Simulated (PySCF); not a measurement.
Input file for PySCF: R-HF/3-21G on H2INTe (SMILES N[Te]I), a point of a torsion scan.

```python
from pyscf import gto, scf, dft, mp
from pyscf.data.elements import chemcore

mol = gto.M(
    atom='''
    N    -1.07233225    0.19664147   -0.19180961
    Te    0.78659201    0.99716493   -0.30371654
    I     0.25895708    2.29388421   -2.58551550
    H    -1.16158974   -0.70060709   -0.64852317
    H    -1.39450022    0.11309670    0.75832574
    ''',
    basis='3-21g',
    charge=0, spin=0, verbose=3, max_memory=1800)
mf = scf.RHF(mol)
mf.conv_tol = 1e-8
mf.max_cycle = 100
mf.kernel()
if not mf.converged:
    mf = mf.newton().run(mf.mo_coeff, mf.mo_occ)
```

It printed:

```
converged SCF energy = -13525.3032653142
```

The run converged.

Cost: very roughly 1.1 core-seconds.
